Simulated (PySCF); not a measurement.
Sn(H)(vinyl)(OH)2 (C₂H₆O₂Sn), SMILES C=[CH][SnH]([OH])[OH].

Geometry: B3LYP-D3(BJ)/def2-SVP. The structure was generated by enumeration; whether it is a known compound was not checked. The def2 effective core potentials stand for the cores of Sn; spin–orbit coupling is left out. Other conformers were not sampled.

Two levels are set side by side: TDA-PBE/def2-SVPD (PySCF) and TDA-PBE0/def2-SVPD (PySCF). Vertical, same geometry. The lowest singlet is HOMO→LUMO 96 % with PBE and HOMO→LUMO 68 %, HOMO−2→LUMO 12 % with the other functional; states are paired by order. Differences are taken from unrounded values.

```json
[
 {"quantity": "lowest singlet excitation (eV)", "TDA-PBE0": "6.01"},
 {"quantity": "lowest triplet excitation (TDA) (eV)", "TDA-PBE0": "4.23"},
 {"quantity": "first bright state (f over 0.05) (eV)", "TDA-PBE0": "6.57"},
 {"quantity": "its oscillator strength", "TDA-PBE0": "0.06"}
]
```

Task: What does TDA-PBE give, and how far is it from TDA-PBE0? (An estimate is asked for; the answer gives what the named calculation found.)

Result: 
| quantity | TDA-PBE | TDA-PBE minus TDA-PBE0 |
|---|---|---|
| lowest singlet excitation (eV) | 4.87 | -1.13 |
| lowest triplet excitation (TDA) (eV) | 4.36 | 0.13 |
| first bright state (f over 0.05) (eV) | 5.72 | -0.85 |
| its oscillator strength | 0.05 | -0.01 |

Functionals without exact exchange tend to place singlet excitations lower, as here. Differences between two approximate levels are no errors against the true value.

Rough cost on one machine, each run with all the roots and properties that it gave: TDA-PBE0 against TDA-PBE about 3 times.
